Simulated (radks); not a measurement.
The numbers below are computed, except where a source is named.
Valence configurations of Ce II (all share [Xe]). Level of theory: Dirac Kohn-Sham, LDA (Slater exchange, Perdew-Wang correlation), spin-unpolarised, spherical densities, finite nucleus; open shells are shared between the two j in proportion to 2j + 1; Fermi nuclear charge, rms radius 4.8771 fm (a radial shooting solver on a logarithmic mesh with Libxc functionals). Energies are relative to 4f1 5d2; eigenvalues in eV.

valence          E (eV)  e(4f5/2)  e(4f7/2)  e(5d3/2)  e(5d5/2)  e(6p1/2)
4f1 5d2           0.000    -9.758    -9.426    -7.533    -7.325         -
4f1 6p2           6.888   -16.090   -15.749         -         -    -7.433
4f2 5d1          -0.198    -5.005    -4.723    -6.448    -6.280         -
4f1 5d1 6p1       2.897   -12.845   -12.509    -9.728    -9.487    -6.391
4f1 5d1 6s1      -0.241   -11.780   -11.445    -8.884    -8.654         -
4f1 6s2           0.043   -14.006   -13.667         -         -         -
4f0.5 5d2 6p0.5   3.204   -14.248   -13.891    -9.244    -8.997    -5.959
5d3               4.534         -         -    -8.676    -8.421         -
5d2 6s1           5.024         -         -   -10.169    -9.889         -
5d2 6p1           8.374         -         -   -11.031   -10.742    -6.675

NIST lists [Xe] 4f1 5d2 as the ground configuration; this level of theory puts 4f1 5d1 6s1 lower, by 0.241 eV. The energies are those of spherical spin-averaged densities, not of single terms.
